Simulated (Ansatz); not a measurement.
Ideal-gas functions of `F[C]1=C(F)[Se][AlH]1` at 800 K and 1 bar, from an Ansatz frequency run at PBE0-D4/def2-TZVP.

Molar mass 168.97 g/mol, point group Cs (symmetry number 1), electronic degeneracy 1, moments of inertia 172.075, 324.885, 496.96 u Å². Harmonic wavenumbers (cm⁻¹, unscaled): 96, 248, 259, 303, 329, 358, 465, 504, 555, 593, 871, 1111, 1245, 1652, 1988.

Use S(trans) = R[1.5 ln M + 2.5 ln T − 1.1517]; rotational temperatures θ = 24.2544 K / I; S(rot) = R[ln(√π/σ · √(T³/θAθBθC)) + 1.5]; for each mode x = 1.438777 ν̃/T, S = R[x/(eˣ − 1) − ln(1 − e⁻ˣ)] and H = RT x/(eˣ − 1); 1 cm⁻¹ = 0.0119627 kJ/mol; R = 8.31446 J/(mol·K).

By hand: the entropy, in J/(mol·K).

Translation 193.3. Rotation: θ = 0.141, 0.0747, 0.0488 K, giving 132.1. Vibration, mode by mode: 22.93, 15.10, 14.74, 13.46, 12.80, 12.12, 10.04, 9.41, 8.67, 8.16, 5.38, 3.82, 3.16, 1.77, 1.09, in all 142.6. Electronic 0.0. Sum 468.0 J/(mol·K).

By hand: H − E and G − E in kJ/mol, counted from the electronic energy.

Zero-point energy ½ × 10577 × 0.0119627 = 63.3; thermal vibration 55.5; translation, rotation and pV give 4 RT = 26.6. H − E = 145.4 kJ/mol, and G − E = 145.4 − 800 × 468.0/1000 = -229.0 kJ/mol.

Vibration gives 30 % of the entropy, 22.9 J/(mol·K) of it from the mode under 150 cm⁻¹: soft modes count most, and the harmonic formula is weakest for them.
